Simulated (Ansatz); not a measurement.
Consider the redistribution: `O[SiH2]S[SiH](O)O` + `C=C[SiH](C)O` → `C[SiH](O)O` + `C=C[SiH](O)S[SiH2]O`.

Calculated with Ansatz (gas phase, PBE0-D4/def2-TZVP geometries, no zero-point term in ΔE). CCSD(T)/CBS adds triple-zeta CCSD(T) − MP2 to the extrapolated MP2 energy (def2 sets, frozen cores). Functionals use def2-TZVPP. Each species was taken in one conformer, which may not be the lowest.

```
             level  ΔE (kJ/mol)
           PBE0-D4         -7.2
           ωB97M-V         -7.6
            B2PLYP         -7.4
              PBE0         -6.3
CCSD(T)/def2-TZVPP         -8.2
     HF/def2-QZVPP         -4.2
    MP2/def2-QZVPP         -9.2
    CCSD/CBS(def2)         -7.7
```

(1) What does CCSD(T)/CBS give? (An estimate is asked.)

Largest T1 diagnostic among the species: 0.012.

Results:

(1) The calculation gave: -8.2 kJ/mol. The listed levels differ from it by 1.0, 0.6, 0.8, 1.9, 0.0, 4.0, -1.0, 0.5 kJ/mol.

In def2-TZVPP, CCSD(T) changes the Hartree–Fock value by −3.7 kJ/mol (the triples alone add −0.5 kJ/mol) and MP2 by −4.8 kJ/mol.
